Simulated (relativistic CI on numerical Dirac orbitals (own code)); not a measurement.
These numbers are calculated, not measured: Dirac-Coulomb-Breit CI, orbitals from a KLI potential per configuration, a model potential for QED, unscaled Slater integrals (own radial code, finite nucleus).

CI space (outside the closed core [Ar] 3d10): 4s2 4p6, 4s2 4p5 4d, 4s 4p6 4d, 4s2 4p5 4f, 4s 4p6 4f, 4s2 4p5 5s, 4p6 4d 4f, 4s2 4p5 5p, 4s 4p6 5s, 4s2 4p5 5d, 4s 4p6 5p, 4s2 4p5 5f, 4s2 4p5 5g, 4s 4p6 5d, 4p6 4f 5s, 4s2 4p5 6s, 4s 4p6 5f, 4s2 4p5 6p, 4s 4p6 5g, 4s2 4p5 6d, 4s2 4p5 6f, 4p6 4d2, 4p5 4d3, 4p5 4d2 4f, 4p5 4d2 5s, 4p5 4d2 5p, 4p6 4f2, 4p5 4d 4f2, 4p5 4f3, 4p5 4f2 5s, 4p5 4f2 5p, 4p6 4d 5s, 4p5 4d 4f 5s, 4p5 4d 5s2, 4p5 4d 5s 5p. Double excitations out of closed p, d and f shells are left out; levels of such configurations are missing from the list, as are those of other unlisted configurations, and high levels can miss mixing partners. These lack a partner that the ground configuration has and come out too high: 4s2 4p5 5d, 4s2 4p5 5f, 4s2 4p5 5g, 4s2 4p5 6s, 4s2 4p5 6p.

At this charge energies of transitions that change n are usually good to better than 1 %, and those within a shell (Δn = 0) to a few per cent.

Outline of the computed level scheme of Er XXXIII. Lowest level of each configuration: 4s2 4p6 1S_0 at 0.000 eV; 4s2 4p5 4d 3P°_0 at 127.595 eV; 4s 4p6 4d 3D_1 at 280.008 eV; 4s2 4p5 4f 3G_4 at 309.964 eV; 4s 4p6 4f 3F°_2 at 463.944 eV; 4s2 4p5 5s 3P°_2 at 515.907 eV; 4s2 4p5 5p 3P_1 at 555.155 eV; 4p6 4d2 3F_2 at 578.436 eV.

Some strong electric-dipole decays among the lowest 45 levels: 4s2 4p5 4d 1P°_1 → 4s2 4p6 1S_0 (2.1e+12 s⁻¹); 4s2 4p5 5s 1P°_1 → 4s2 4p6 1S_0 (2.0e+12 s⁻¹); 4s2 4p5 5p 3D_2 → 4s2 4p5 4d 3F°_3 (1.1e+12 s⁻¹); 4s2 4p5 5p 3D_3 → 4s2 4p5 4d 3F°_4 (1.0e+12 s⁻¹); 4s2 4p5 5s 3P°_1 → 4s2 4p6 1S_0 (8.6e+11 s⁻¹); 4s2 4p5 5p 3P_1 → 4s2 4p5 4d 3P°_1 (6.6e+11 s⁻¹); 4s2 4p5 5p 3P_1 → 4s2 4p5 4d 3D°_2 (6.2e+11 s⁻¹); 4s2 4p5 4f 3D_1 → 4s2 4p5 4d 3P°_1 (4.8e+11 s⁻¹).

LS names give the leading component of a level, which can be under half, so a name can repeat, a term be missing and a line seem to break the LS rules.
